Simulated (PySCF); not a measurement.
PySCF job for FH6NSi2, SMILES F[SiH2][SiH2]N, PBE-D3(BJ)/def2-SVP. Coordinates come from a PBE-D3(BJ)/def2-SVP optimisation. This is a generated structure with no PubChem entry under its InChIKey; it may be hypothetical. The values are those of a single conformer.

```python
import numpy as np
from pyscf import gto, scf, dft, df
from pyscf.hessian import thermo

mol = gto.M(
    atom='''
    Si    1.06126595   -0.40375357   -0.64002632
    F     1.92702324   -0.23519423    0.75809414
    Si   -1.05258637    0.59519621   -0.28880650
    N    -1.96116508   -0.06136107    1.06194241
    H     0.93019042   -1.88285744   -0.91059688
    H     1.86477090    0.20822239   -1.76042873
    H    -1.86865305    0.41191596   -1.54333497
    H    -0.85131002    2.06438089   -0.02827490
    H    -2.24236294   -1.04470705    0.99622413
    H    -1.56920285    0.10912379    1.99362682
    ''',
    basis='def2-SVP',
    charge=0,
    spin=0,
    max_memory=1600,
    verbose=3,
)
mf = dft.RKS(mol, xc='pbe').density_fit(auxbasis='def2-universal-jkfit')
mf.disp = 'd3bj'
mf.grids.level = 3
mf.conv_tol = 1e-11
mf.max_cycle = 100
mf.kernel()

# [left out here: the lines that compute and print the analytic Hessian (its translational invariance restored by hand, since the grid's response is missing), thermochemistry and intensities]
```

Program output:

```
converged SCF energy = -736.479462114213

WARN: DFTD3 does not support analytical Hessian, using finite difference


WARN: Mole.unit (angstrom) is changed to Bohr

Mode                                 0                   1                   2
Irrep
Freq [cm^-1]                       48.4159             98.7825            155.5537
Reduced mass [au]                   4.0881              2.7834              1.2093
Force const [Dyne/A]                0.0056              0.0160              0.0172
Char temp [K]                      69.6597            142.1261            223.8071
Normal mode                   x     y     z       x     y     z       x     y     z
       0  Si                -0.01 -0.04  0.03    0.03  0.06  0.01   -0.03  0.00  0.02
       1   F                 0.12  0.05 -0.06    0.08 -0.09 -0.01    0.02 -0.02 -0.00
       2  Si                 0.01  0.02  0.04   -0.03 -0.05 -0.01   -0.01  0.03 -0.02
       3   N                -0.13 -0.02 -0.07   -0.08  0.08  0.02    0.04 -0.06 -0.03
       4   H                -0.05 -0.05  0.13    0.10  0.08 -0.18   -0.15  0.00  0.08
       5   H                -0.11 -0.11 -0.08   -0.04  0.24  0.05    0.01 -0.11 -0.01
       6   H                 0.10  0.14 -0.03    0.04 -0.23 -0.03    0.07  0.07 -0.08
       7   H                 0.06 -0.01  0.15   -0.12 -0.01 -0.16   -0.12  0.02  0.09
       8   H                -0.13 -0.01 -0.12   -0.02  0.05  0.15    0.59 -0.24  0.24
       9   H                -0.24 -0.03 -0.02   -0.17  0.25  0.03   -0.24  0.46 -0.01
Mode                                 3                   4                   5
Irrep
Freq [cm^-1]                      179.0730            386.2507            396.7713
Reduced mass [au]                   2.0686              2.6391              1.8426
Force const [Dyne/A]                0.0391              0.2320              0.1709
Char temp [K]                     257.6462            555.7288            570.8655
Normal mode                   x     y     z       x     y     z       x     y     z
       0  Si                -0.03  0.03  0.06   -0.07  0.04  0.00   -0.09  0.01  0.06
       1   F                 0.09 -0.05 -0.01   -0.04  0.00 -0.02    0.03 -0.00 -0.01
       2  Si                -0.04  0.04 -0.04    0.11 -0.04  0.03    0.02 -0.03 -0.04
       3   N                 0.06 -0.03 -0.01    0.01  0.00 -0.03    0.05  0.01 -0.02
       4   H                -0.24  0.03  0.14   -0.23  0.05  0.02    0.23  0.02 -0.14
       5   H                 0.01 -0.14 -0.00   -0.09 -0.04 -0.06   -0.30  0.36  0.09
       6   H                -0.04 -0.23 -0.01    0.23 -0.37 -0.01    0.01  0.26 -0.07
       7   H                -0.24  0.10 -0.22   -0.12  0.04 -0.20    0.31 -0.10  0.11
       8   H                -0.10  0.02 -0.17   -0.05  0.02 -0.06    0.01  0.02  0.03
       9   H                 0.25 -0.30 -0.03   -0.17  0.02  0.04    0.16  0.00 -0.06
Mode                                 6                   7                   8
Irrep
Freq [cm^-1]                      473.4266            511.7281            687.0194
Reduced mass [au]                   1.2886              1.4964              1.0555
Force const [Dyne/A]                0.1702              0.2309              0.2935
Char temp [K]                     681.1554            736.2628            988.4680
Normal mode                   x     y     z       x     y     z       x     y     z
       0  Si                -0.00  0.02  0.00    0.00  0.07 -0.00   -0.00  0.03 -0.00
       1   F                 0.01 -0.01  0.00    0.00 -0.02  0.00    0.00 -0.02  0.01
       2  Si                -0.02 -0.02 -0.01    0.01 -0.06 -0.02   -0.00 -0.01 -0.00
       3   N                 0.11 -0.03 -0.02   -0.06  0.04  0.02    0.00  0.01  0.00
       4   H                -0.11  0.01  0.08   -0.37  0.05  0.24    0.10 -0.03  0.26
       5   H                 0.10 -0.12 -0.00    0.17 -0.32 -0.08   -0.05 -0.10 -0.11
       6   H                -0.08  0.13  0.01   -0.00  0.26 -0.05   -0.43 -0.00  0.28
       7   H                 0.05 -0.05  0.16    0.16 -0.13  0.27    0.46 -0.02 -0.30
       8   H                -0.60  0.18  0.14    0.05 -0.01  0.11    0.24 -0.05 -0.28
       9   H                -0.42  0.25  0.13    0.31 -0.03 -0.11   -0.32 -0.10  0.15
Mode                                 9                  10                  11
Irrep
Freq [cm^-1]                      711.6407            801.7525            811.3266
Reduced mass [au]                   1.0961              2.9556              2.2588
Force const [Dyne/A]                0.3270              1.1194              0.8760
Char temp [K]                    1023.8925           1153.5434           1167.3184
Normal mode                   x     y     z       x     y     z       x     y     z
       0  Si                -0.02 -0.02  0.02   -0.02 -0.00 -0.02   -0.02 -0.01 -0.07
       1   F                 0.02  0.04 -0.02    0.03  0.01  0.04    0.07  0.02  0.13
       2  Si                 0.01 -0.01 -0.01   -0.05 -0.03  0.07   -0.01  0.00 -0.01
       3   N                -0.01  0.00  0.01    0.07  0.08 -0.14   -0.01 -0.02  0.03
       4   H                -0.37  0.09 -0.45    0.05 -0.00 -0.09   -0.30  0.06 -0.31
       5   H                 0.50  0.09  0.45    0.05 -0.09 -0.03   -0.24 -0.05 -0.24
       6   H                -0.20 -0.02  0.13   -0.06 -0.26  0.11    0.13  0.08 -0.11
       7   H                 0.14 -0.02 -0.03    0.03 -0.08  0.27    0.18  0.01 -0.19
       8   H                 0.08 -0.02 -0.07    0.15  0.06 -0.15   -0.02 -0.02  0.02
       9   H                -0.10 -0.03  0.05    0.16  0.07 -0.18   -0.04 -0.01  0.04
Mode                                12                  13                  14
Irrep
Freq [cm^-1]                      814.0083            855.2758            885.4422
Reduced mass [au]                   1.1209              1.3506              1.5856
Force const [Dyne/A]                0.4376              0.5821              0.7324
Char temp [K]                    1171.1767           1230.5515           1273.9541
Normal mode                   x     y     z       x     y     z       x     y     z
       0  Si                 0.02 -0.02 -0.00    0.02 -0.01  0.01    0.07 -0.01  0.05
       1   F                 0.01  0.01  0.02   -0.02  0.00 -0.02   -0.05  0.00 -0.05
       2  Si                 0.04 -0.01 -0.02   -0.02 -0.04  0.05   -0.04 -0.00 -0.01
       3   N                -0.01  0.02 -0.01    0.04  0.03 -0.05    0.03  0.03  0.02
       4   H                -0.26  0.02  0.00   -0.19  0.01  0.02   -0.37  0.08 -0.20
       5   H                -0.33  0.23 -0.10   -0.03  0.10  0.04   -0.32  0.06 -0.19
       6   H                -0.52  0.08  0.32    0.06  0.58 -0.10    0.19 -0.17 -0.13
       7   H                -0.45  0.02  0.25   -0.22  0.09 -0.50    0.24 -0.08  0.22
       8   H                 0.01  0.01  0.00    0.07  0.03 -0.11    0.11  0.02 -0.22
       9   H                -0.02 -0.01 -0.00    0.02  0.01 -0.04   -0.13 -0.10  0.10
Mode                                15                  16                  17
Irrep
Freq [cm^-1]                      900.1250            915.7957           1501.9568
Reduced mass [au]                   1.1918              1.1680              1.1037
Force const [Dyne/A]                0.5689              0.5772              1.4669
Char temp [K]                    1295.0795           1317.6262           2160.9815
Normal mode                   x     y     z       x     y     z       x     y     z
       0  Si                 0.03 -0.01  0.00    0.01  0.02  0.05    0.00 -0.00  0.00
       1   F                -0.01  0.00 -0.01   -0.02 -0.00 -0.03   -0.00  0.00 -0.00
       2  Si                -0.01  0.03  0.03    0.01  0.01  0.01   -0.01  0.00  0.00
       3   N                -0.02 -0.06 -0.05   -0.02 -0.03 -0.02    0.02  0.05 -0.06
       4   H                -0.29 -0.01  0.20    0.20  0.10 -0.54   -0.00 -0.00 -0.00
       5   H                -0.12  0.28  0.06   -0.07 -0.49 -0.29   -0.00  0.00 -0.00
       6   H                -0.12 -0.21  0.13   -0.21  0.06  0.15    0.02 -0.00 -0.00
       7   H                 0.37  0.02 -0.23    0.00  0.04 -0.16    0.01 -0.01 -0.01
       8   H                -0.18 -0.03  0.36   -0.09 -0.02  0.19    0.11 -0.05  0.66
       9   H                 0.29  0.22 -0.23    0.14  0.10 -0.11   -0.21 -0.61  0.18
Mode                                18                  19                  20
Irrep
Freq [cm^-1]                     2127.8879           2140.7272           2144.8312
Reduced mass [au]                   1.0308              1.0451              1.0391
Force const [Dyne/A]                2.7500              2.8219              2.8164
Char temp [K]                    3061.5569           3080.0299           3085.9346
Normal mode                   x     y     z       x     y     z       x     y     z
       0  Si                -0.01  0.02  0.02    0.01  0.03 -0.01    0.01  0.01 -0.02
       1   F                -0.00  0.00  0.00    0.00  0.00  0.00   -0.00 -0.00 -0.00
       2  Si                -0.01  0.00 -0.01    0.01 -0.01  0.01   -0.01  0.00 -0.02
       3   N                -0.00 -0.00  0.00   -0.00 -0.00  0.00    0.00 -0.00  0.00
       4   H                -0.07 -0.67 -0.12   -0.05 -0.67 -0.12    0.00 -0.06 -0.01
       5   H                 0.30  0.25 -0.43   -0.26 -0.19  0.36   -0.33 -0.24  0.45
       6   H                 0.20  0.05  0.32   -0.20 -0.05 -0.31    0.41  0.09  0.62
       7   H                -0.03 -0.13 -0.03    0.05  0.33  0.06   -0.03 -0.17 -0.03
       8   H                -0.00 -0.00 -0.00    0.00 -0.00  0.01   -0.00  0.00 -0.01
       9   H                 0.00  0.00 -0.00   -0.00 -0.01  0.00   -0.00  0.01 -0.00
Mode                                21                  22                  23
Irrep
Freq [cm^-1]                     2159.1842           3467.8135           3559.6047
Reduced mass [au]                   1.0489              1.0505              1.0940
Force const [Dyne/A]                2.8813              7.4433              8.1669
Char temp [K]                    3106.5853           4989.4115           5121.4786
Normal mode                   x     y     z       x     y     z       x     y     z
       0  Si                -0.00 -0.01  0.00    0.00 -0.00  0.00    0.00  0.00  0.00
       1   F                 0.00  0.00  0.00   -0.00  0.00 -0.00   -0.00 -0.00 -0.00
       2  Si                -0.01 -0.03 -0.02   -0.00  0.00  0.00   -0.00 -0.00 -0.00
       3   N                -0.00  0.00 -0.00   -0.00  0.04 -0.04   -0.03 -0.05 -0.05
       4   H                 0.01  0.14  0.03   -0.00  0.00 -0.00   -0.00 -0.00 -0.00
       5   H                 0.08  0.06 -0.11   -0.00  0.00  0.00   -0.00 -0.00 -0.00
       6   H                 0.19  0.03  0.28    0.00  0.00  0.00    0.00  0.00  0.00
       7   H                 0.12  0.87  0.15    0.00 -0.00 -0.00    0.00  0.00  0.00
       8   H                 0.00 -0.01  0.00   -0.21 -0.65 -0.06    0.19  0.65  0.04
       9   H                -0.00 -0.00 -0.00    0.26  0.14  0.63    0.25  0.11  0.61
temperature 298.1500 [K]
pressure 101325.00 [Pa]
Rotational constants [GHz] 7.56023 2.20816 1.91609
Symmetry number 1
Zero-point energy (ZPE) 0.06091 [Eh]   159907.185 [J/mol]
                           tot       elec      trans        rot        vib
Entropy [J/mol/K]       354.570      0.000    165.570    111.756     77.245
Cv [J/mol/K]            104.174      0.000     12.472     12.472     79.230
Cp [J/mol/K]            112.488      0.000     20.786     12.472     79.230
Internal energy [J/mol]                      3718.434   3718.434 171942.957
Internal energy [Eh]   -736.41114  -736.47946
Enthalpy [J/mol]                             6197.391   3718.434 171942.957
Enthalpy [Eh]          -736.41020
Gibbs free energy [J/mol]                  -43167.202 -29601.596 148912.505
Gibbs free energy [Eh] -736.45046
mode   freq/cm-1   IR/(km/mol)
   1       48.42         3.389
   2       98.78         6.477
   3      155.55        28.518
   4      179.07         3.091
   5      386.25         9.769
   6      396.77        12.434
   7      473.43       212.177
   8      511.73        40.477
   9      687.02        10.638
  10      711.64         8.387
  11      801.75        45.691
  12      811.33         7.764
  13      814.01       351.628
  14      855.28       113.081
  15      885.44        48.163
  16      900.13        20.031
  17      915.80        89.073
  18     1501.96        27.084
  19     2127.89       114.297
  20     2140.73        67.352
  21     2144.83       133.273
  22     2159.18       136.451
  23     3467.81        25.897
  24     3559.60        22.073
max |gradient| / (hartree/bohr): 0.00020058000333656362
APT charges: [ 1.0267 -0.5701  0.9605 -0.7334 -0.2696 -0.2818 -0.2449 -0.2413  0.1774
  0.1766]
```

The calculation finished and met its thresholds.
